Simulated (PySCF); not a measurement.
**Excitation energy of Ga by level of theory**

Ga [Ar] 3d10 4s2 4p1 (2P) → Ga [Ar] 3d10 4s2 4d1 (2D), as a difference of total energies. Computed with PySCF 2.14 in aug-cc-pVDZ-DK (6s5p3d, 36 functions), with scalar relativity by spin-free X2C-1e. Correlated levels: valence: [Ar] 3d10 frozen. The calculations carry no spin-orbit coupling.

```json
{"method": "UHF", "excitation energy (eV)": "5.077"}
{"method": "LDA", "excitation energy (eV)": "4.833"}
{"method": "PBE", "excitation energy (eV)": "4.653"}
{"method": "PBE0", "excitation energy (eV)": "4.820"}
{"method": "r2SCAN", "excitation energy (eV)": "5.013"}
{"method": "M06-2X", "excitation energy (eV)": "4.869"}
{"method": "MN15", "excitation energy (eV)": "5.293"}
{"method": "r2SCANh", "excitation energy (eV)": "5.044"}
{"method": "BLYP", "excitation energy (eV)": "4.598"}
{"method": "MP2 (valence)", "excitation energy (eV)": "5.099"}
{"method": "SCS-MP2 (valence)", "excitation energy (eV)": "5.081"}
```

Q: How much does correlation contribute at MP2 (valence)?

A: 5.099 − (5.077) = 0.022 eV, measured against UHF.

Errors of the correlated levels include the incompleteness of this basis and the frozen core.

The promoted electron is Rydberg-like, and one or two diffuse shells describe it only roughly, which tends to raise the upper state.

In the upper state the promoted electron has a positive orbital energy at LDA, PBE, PBE0, r2SCAN, MN15, r2SCANh, BLYP, so the basis confines it.

For comparison: 4.245 eV (measured; NIST levels, between the centres of gravity of the two terms).
